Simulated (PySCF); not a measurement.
## Electron correlation in Al (aluminium, neutral)

[Ne] 3s2 3p1, 2P determinant. All numbers are calculated (PySCF 2.14, the non-relativistic Hamiltonian (point nucleus), in dyall-acv3z (19s12p6d4f, 113 functions)). Frozen: 1s2; 11 electrons correlated; the 18 highest virtual orbitals of each spin left out.

| level | correlation energy (mhartree) |
| --- | --- |
| CCSD | -343.47 |
| (T) | -5.00 |
| CCSD(T) | -348.47 |

Diagnostics: T1 = 0.012, D1 = 0.0482, largest double amplitude 0.053.

Cost of the coupled-cluster step: of the order of 120 core-seconds, for 11 correlated electrons.

Iterations:

```
CC2 = 0
CCSD nocc = (np.int64(6), np.int64(5)), nmo = (94, 94)
frozen orbitals [[0, 95, 96, 97, 98, 99, 100, 101, 102, 103, 104, 105, 106, 107, 108, 109, 110, 111, 112], [0, 95, 96, 97, 98, 99, 100, 101, 102, 103, 104, 105, 106, 107, 108, 109, 110, 111, 112]]
max_cycle = 100
direct = 0
conv_tol = 1e-08
conv_tol_normt = 1e-06
diis_space = 8
diis_start_cycle = 0
Init t2, MP2 energy = -0.327332865229701
Init E_corr(UCCSD) = -0.327332865230623
cycle = 1  E_corr(UCCSD) = -0.337054275358112  dE = -0.00972141013  norm(t1,t2) = 0.0593519
cycle = 2  E_corr(UCCSD) = -0.341144173744899  dE = -0.00408989839  norm(t1,t2) = 0.0255971
cycle = 3  E_corr(UCCSD) = -0.343463681468573  dE = -0.00231950772  norm(t1,t2) = 0.0128234
cycle = 4  E_corr(UCCSD) = -0.343487219820959  dE = -2.35383524e-05  norm(t1,t2) = 0.00203578
cycle = 5  E_corr(UCCSD) = -0.343462771330259  dE = 2.44484907e-05  norm(t1,t2) = 0.000528132
cycle = 6  E_corr(UCCSD) = -0.343475922253939  dE = -1.31509237e-05  norm(t1,t2) = 0.000150243
cycle = 7  E_corr(UCCSD) = -0.343473493545239  dE = 2.4287087e-06  norm(t1,t2) = 3.25459e-05
cycle = 8  E_corr(UCCSD) = -0.343473745153389  dE = -2.5160815e-07  norm(t1,t2) = 1.01862e-05
cycle = 9  E_corr(UCCSD) = -0.34347387270217  dE = -1.27548781e-07  norm(t1,t2) = 2.85707e-06
cycle = 10  E_corr(UCCSD) = -0.343473823860594  dE = 4.88415753e-08  norm(t1,t2) = 6.86057e-07
cycle = 11  E_corr(UCCSD) = -0.343473813016892  dE = 1.08437022e-08  norm(t1,t2) = 1.99072e-07
cycle = 12  E_corr(UCCSD) = -0.34347381546186  dE = -2.44496756e-09  norm(t1,t2) = 7.05033e-08
UCCSD converged
E(UCCSD) = -242.2240932731774  E_corr = -0.3434738154618597
UCCSD(T) correction = -0.00500264207656523
```
